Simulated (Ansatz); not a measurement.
A run for Ansatz (a quantum-chemistry and plane-wave program): U-wB97X-V/cc-pV(T+d)Z on C2H8O3Si (SMILES CC[Si](O)(O)O), a point of a bond scan (R = 3.720 Å). Files ending in .json are basis or fitting sets from the Basis Set Exchange.

Ansatz 0.2 input:
```yaml
crystal:
  periodic: [false, false, false]
  atoms:
    - {symbol: C, position_ang: [-3.91746061, -0.16292373, 1.31138291]}
    - {symbol: C, position_ang: [-2.64747383, -0.82383324, 1.86494265]}
    - {symbol: Si, position_ang: [0.43088891, -0.03629444, -0.06986989]}
    - {symbol: O, position_ang: [0.73104536, 1.57673213, -0.17645259]}
    - {symbol: O, position_ang: [1.64473428, -0.84463593, 0.70054269]}
    - {symbol: O, position_ang: [0.32139261, -0.45404150, -1.65631513]}
    - {symbol: H, position_ang: [-3.82752818, 0.92475817, 1.30563406]}
    - {symbol: H, position_ang: [-4.10964982, -0.47427809, 0.28316994]}
    - {symbol: H, position_ang: [-4.79466706, -0.42153935, 1.90750115]}
    - {symbol: H, position_ang: [-2.48513423, -0.52503172, 2.90578820]}
    - {symbol: H, position_ang: [-2.76588167, -1.91205611, 1.89261287]}
    - {symbol: H, position_ang: [0.85933828, 2.05601117, 0.64490708]}
    - {symbol: H, position_ang: [2.53245206, -0.75301895, 0.34330061]}
    - {symbol: H, position_ang: [0.20477095, -1.38469850, -1.85898189]}
basis:
  gaussian:
    orbitals: cc-pV_T+d_Z.json
hamiltonian:
  xc: {name: wB97X-V}
magnetization: {spin_polarized: true, initial_magnetization: 0}
```

Output:

```
WARN ansatz: RAYON_NUM_THREADS=4 ignored (pool sized by the plan → 4); use --threads N
Functional definition: wB97X-V
integrals: 0.33 GiB planned
1626 factors; their error is unknown
integrals: 0.36 GiB planned
379 factors; integrals over basis functions are off by at most 1.1e-5 eV
mean field: 3.74 GiB planned
mean field evaluation 1: about -16208.1582 eV, gradient 5.9e1 eV
mean field evaluation 2: about -16203.3639 eV, gradient 6.6e1 eV
mean field evaluation 4: about -16222.2562 eV, gradient 6.6e0 eV
mean field evaluation 8: about -16222.4820 eV, gradient 2.1e-1 eV
mean field evaluation 16: about -16222.5004 eV, gradient 2.5e-4 eV
mean field evaluation 32: about -16223.2900 eV, gradient 2.0e0 eV
mean field -16223.34351576 eV, -596.1968776271 hartree, gradient 2.6e-5 eV, S^2 0.853793; 3 other end points of the search recorded, 0 dependent functions left out
reference -16223.34351351 eV, -596.1968775444 hartree; 29, 29 occupied and 272, 272 virtual orbitals, 1626 factors
Total energy: -16223.34351351 eV, -596.1968775444 hartree
```

The run converged. Its determinant has ⟨S²⟩ = 0.85, a mixture of spin states.

Cost: roughly 40 core-seconds.
